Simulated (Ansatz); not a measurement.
Reaction (ligand exchange at the Sb–N bond): `[OH][SbH][NH][SiH3]` + NH₃ → `[NH2][SbH][OH]` + `N[SiH3]`

Computed with Ansatz on PBE0-D4/def2-TZVP structures; ΔE is electronic, products minus reactants. CBS: MP2 limit from def2 TZ/QZ plus the TZ coupled-cluster correction, frozen cores. This one scheme is used for every species. DFT in def2-TZVPP. B3LYP here is the variant with VWN-RPA as its local correlation; programs differ in this. def2 core potentials past Kr. For Sb outer-core shells are correlated without core-valence functions, which leaves a few kJ/mol of doubt a bond. One conformer a species, not always the lowest.

```tsv
level	ΔE (kcal/mol)	difference from CCSD(T)/CBS
PBE-D4	4.5	-0.7
r2SCAN-D4	4.3	-0.9
PBE0-D4	4.5	-0.7
B3LYP-D4	4.8	-0.4
PBE	3.3	-1.9
r2SCAN	3.9	-1.3
HF/def2-TZVPP	2.8	-2.4
CCSD(T)/def2-TZVPP	5.4	0.2
HF/def2-QZVPP	2.9	-2.3
HF/CBS(def2)	2.9	-2.3
CCSD(T)/CBS	5.2	0
```

Largest T1 diagnostic among the species: 0.014.

The D4 term adds +1.9 kcal/mol with B3LYP and +1.1 kcal/mol with PBE0; it sums over pairs of atoms, weighted by their polarisabilities, and B3LYP, whose exchange is more repulsive, gets the larger term. In def2-TZVPP, CCSD(T) changes the Hartree–Fock value by +2.6 kcal/mol (the triples alone add +0.5 kcal/mol) and MP2 by +3.0 kcal/mol.
